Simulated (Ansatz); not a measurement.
Gas-phase electronic energies from Ansatz, PBE0-D4/def2-TZVP geometries. CCSD(T)/CBS adds triple-zeta CCSD(T) − MP2 to the extrapolated MP2 energy (def2 sets, frozen cores). This one scheme is used for every species. Functionals use def2-TZVPP. HSE06 is defined as in plane-wave codes. One conformer a species, not always the lowest.

Consider the redistribution: `O[SiH](O)O[SiH](F)F` + `F[SiH3]` → `F[SiH2]F` + `O[SiH](O)O[SiH2]F`.

Task: Is it downhill or uphill in electronic energy at CCSD(T)/CBS, and by how much? (An estimate is asked.)

Result: Ansatz gave: Uphill: ΔE = +0.13 eV.

Task: What do these levels give: revPBE-D4, r2SCAN-D4, B97M-V, HSE06, BHLYP, RPA@PBE/def2-TZVPP? (Best estimate.)

Result: The calculation gave: revPBE-D4 0.15, r2SCAN-D4 0.15, B97M-V 0.15, HSE06 0.13, BHLYP 0.13, RPA@PBE/def2-TZVPP 0.12 eV.

Largest T1 diagnostic among the species: 0.012.

At CCSD(T), def2-SVP lies +0.04 eV from the extrapolated value and def2-TZVPP +0.01 eV. Leaving LDA and LC-ωPBE aside and taking each functional with its dispersion term where it has one, the values, not all of them listed here, spread over 0.04 eV, from B2PLYP to r2SCAN0-D4. LDA lies +0.03 eV from PBE without D4.
